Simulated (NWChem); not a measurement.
C₂H₃BF₂O; SMILES C=C(F)B(O)F

```xyz
9

C     -1.3287    -1.4218     0.0000
C     -0.1747    -0.7574     0.0000
F      1.0062    -1.4602     0.0000
B      0.0501     0.7913     0.0000
O      1.2963     1.3140     0.0000
F     -0.9979     1.6132     0.0000
H     -1.3722    -2.5067     0.0000
H     -2.2600    -0.8666     0.0000
H      1.9567     0.6030     0.0000
```
Atoms are numbered in this order, from 1.

Computed with NWChem. Medium grid unless said otherwise, to which SCAN and Minnesota functionals are sensitive. Geometry: optimised at B3LYP/6-31G* (spherical d). Hybrids' shares of exact exchange are those that their runs print; pure functionals count as 0. The functionals differ in more than this share.

| row | share of exact exchange | orbital gap (eV) |
|---|---|---|
| PBE/def2-TZVP | 0.00 | 4.67 |
| BLYP/def2-TZVP | 0.00 | 4.66 |
| B3LYP/def2-TZVP | 0.20 | withheld |
| M06-2X/def2-TZVP | 0.54 | 9.10 |
| Hartree-Fock/def2-TZVP | 1.00 | 13.32 |

Task: Fit a straight line of the last column on the one before it, predict the withheld value, and compare with the run.

Result: 
1. Means of the 4 shown rows: x = 0.385, y = 7.938. Slope Σ(x − x̄)(y − ȳ)/Σ(x − x̄)² = 6.010/0.6987 = 8.602; intercept 4.626.
2. The shown rows scatter about the line by 0.101 (root mean square); the largest residual is -0.17, at M06-2X/def2-TZVP.
3. At x = 0.20 (B3LYP/def2-TZVP; inside the shown range) the line gives 6.35.
4. The run gives 6.41, +0.06 from the line, 0.6 times the scatter.
